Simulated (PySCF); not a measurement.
BClGeH4O. Atoms are numbered in the order given.

```xyz
8

B      0.4612     0.6861     0.0000
Cl    -0.7763     1.9777     0.0000
Ge    -0.1331    -1.3020     0.0000
H     -1.0079    -1.6016    -1.2474
H     -1.0079    -1.6016     1.2474
H      1.0688    -2.2827     0.0000
O      1.7724     1.0144     0.0000
H      1.9161     1.9832     0.0000
```
Charge 0, spin multiplicity 1.

The structure is a stationary point at PBE-D3(BJ)/def2-SVP. The values are those of a single conformer.

Level of theory: CAM-B3LYP/def2-TZVP (PySCF).

Symmetry labels are those of the subgroup Cs that the program uses (full group Cs).

Task: List the valence orbital energies around the gap with their symmetry. (The exact figures need the calculation; the answer reports its results.)

Result: 
| orbital | symmetry | energy (eV) |
|---|---|---|
| HOMO−7 | A' | -15.00 |
| HOMO−6 | A' | -13.26 |
| HOMO−5 | A" | -13.10 |
| HOMO−4 | A' | -11.17 |
| HOMO−3 | A" | -11.08 |
| HOMO−2 | A" | -10.78 |
| HOMO−1 | A' | -10.74 |
| HOMO | A' | -9.71 |
| LUMO | A" | 0.11 |
| LUMO+1 | A' | 1.26 |
| LUMO+2 | A' | 2.03 |
| LUMO+3 | A' | 2.39 |
